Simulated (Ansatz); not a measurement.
Ansatz (a quantum-chemistry and plane-wave program) input (CCSD(T)/aug-cc-pV(D+d)Z):
A basis named .json is the Basis Set Exchange file of that set.

Ansatz 0.2 input:
```yaml
crystal:
  periodic: [false, false, false]
  atoms:
    - {symbol: Si, position_ang: [0.08117914, -0.01021283, -0.00047089]}
    - {symbol: C, position_ang: [-1.78351661, 0.12390487, -0.05624823]}
    - {symbol: O, position_ang: [0.29894326, -1.39995758, -0.88383922]}
    - {symbol: O, position_ang: [0.85054223, 1.29141830, -0.62318870]}
    - {symbol: O, position_ang: [0.68765113, -0.09590726, 1.51571021]}
    - {symbol: H, position_ang: [-2.26925625, -0.73539867, 0.40551096]}
    - {symbol: H, position_ang: [-2.15568148, 0.22848388, -1.07514985]}
    - {symbol: H, position_ang: [-2.05111659, 1.02223128, 0.50811946]}
    - {symbol: H, position_ang: [0.80136455, 1.42664612, -1.57234055]}
    - {symbol: H, position_ang: [0.54218838, -0.90684013, 2.00848365]}
basis:
  gaussian:
    orbitals: aug-cc-pV_D+d_Z.json
magnetization: {spin_polarized: true, initial_magnetization: 1}
correlation: {method: ccsd_t, electrons: outside_noble_gas}
output: {forces: true}
```

Output:

```
Functional definition: HF
integrals: 1.00 GiB planned
1660 factors; integrals over basis functions are off by at most 1.0e-3 eV
mean field: 0.98 GiB planned
mean field evaluation 1: about -15079.2045 eV, gradient 3.9e1 eV
mean field evaluation 2: about -15079.2059 eV, gradient 3.9e1 eV
mean field evaluation 4: about -15086.6909 eV, gradient 5.0e0 eV
mean field evaluation 8: about -15087.5818 eV, gradient 8.9e-1 eV
mean field evaluation 16: about -15087.6551 eV, gradient 4.6e-5 eV
mean field evaluation 32: about -15087.6551 eV, gradient 2.8e-2 eV
mean field evaluation 64: about -15087.6529 eV, gradient 6.7e-2 eV
mean field evaluation 96: about -15087.3840 eV, gradient 6.6e-4 eV
mean field evaluation 128: about -15082.2592 eV, gradient 4.9e0 eV
mean field -15087.65507433 eV, -554.4610972016 hartree, gradient 1.1e-6 eV, S^2 0.757064; 6 other end points of the search recorded, 0 dependent functions left out
determinant -15087.65507433 eV, -554.4610972016 hartree, with singles and doubles -15110.57060487 eV, -555.3032274164 hartree
determinant -15087.38400983 eV, -554.4511357651 hartree, with singles and doubles -15110.26654005 eV, -555.2920532404 hartree
determinant -15087.65507433 eV, -554.4610972016 hartree, with singles and doubles -15110.58702485 eV, -555.3038308394 hartree
determinant -15087.38400983 eV, -554.4511357651 hartree, with singles and doubles -15110.27765192 eV, -555.2924615942 hartree
9 core orbitals not correlated
reference -15087.65507433 eV, -554.4610972016 hartree; 16, 15 occupied and 144, 145 virtual orbitals, 1660 factors
densities: 8.53 GiB planned
second order -21.78844717 eV of doubles, -0.00000000 eV of singles
coupled cluster: 4.64 GiB planned
cycle   1  -22.93195061 eV  change   -9.1e-8 eV  update   4.8e-6
cycle   2  -22.93195132 eV  change   -7.1e-7 eV  update   3.9e-6
cycle   3  -22.93195205 eV  change   -7.3e-7 eV  update   3.4e-6
cycle   4  -22.93195262 eV  change   -5.7e-7 eV  update   2.9e-6
cycle   5  -22.93195322 eV  change   -6.1e-7 eV  update   2.7e-6
cycle   6  -22.93195276 eV  change    4.7e-7 eV  update   2.6e-6
cycle   7  -22.93195285 eV  change   -9.8e-8 eV  update   2.2e-6
cycle   8  -22.93195286 eV  change   -7.0e-9 eV  update   1.4e-6
cycle   9  -22.93195280 eV  change    6.3e-8 eV  update   8.8e-7
cycle  10  -22.93195296 eV  change   -1.6e-7 eV  update   6.1e-7
cycle  11  -22.93195292 eV  change    3.8e-8 eV  update   4.8e-7
cycle  12  -22.93195282 eV  change    1.1e-7 eV  update   3.7e-7
cycle  13  -22.93195284 eV  change   -2.0e-8 eV  update   2.6e-7
cycle  14  -22.93195287 eV  change   -3.5e-8 eV  update   1.7e-7
cycle  15  -22.93195285 eV  change    2.0e-8 eV  update   1.2e-7
perturbative correction -0.66720113 eV, -0.0245191892 hartree
the calculation of the forces begins
Total energy: -15111.25422830 eV, -555.3283501142 hartree
Atom 0 at     0.081179    -0.010213    -0.000471 Å, force    -0.937267     0.238756     0.081983 eV/Å
Atom 1 at    -1.783517     0.123905    -0.056248 Å, force     0.443419     0.011257     0.041529 eV/Å
Atom 2 at     0.298943    -1.399958    -0.883839 Å, force     0.208853    -0.934393    -0.589284 eV/Å
Atom 3 at     0.850542     1.291418    -0.623189 Å, force     0.489395     0.613173    -0.001093 eV/Å
Atom 4 at     0.687651    -0.095907     1.515710 Å, force     0.439242     0.217495     0.611328 eV/Å
Atom 5 at    -2.269256    -0.735399     0.405511 Å, force    -0.220858    -0.395368     0.222782 eV/Å
Atom 6 at    -2.155681     0.228484    -1.075150 Å, force    -0.167499     0.057216    -0.472481 eV/Å
Atom 7 at    -2.051117     1.022231     0.508119 Å, force    -0.159684     0.366528     0.226226 eV/Å
Atom 8 at     0.801365     1.426646    -1.572341 Å, force    -0.039849    -0.006905    -0.183188 eV/Å
Atom 9 at     0.542188    -0.906840     2.008484 Å, force    -0.055752    -0.167759     0.062198 eV/Å
Dipole moment:    -0.335451    -0.024861    -0.043020 e Å
```

It need not be the lowest isomer of its formula.
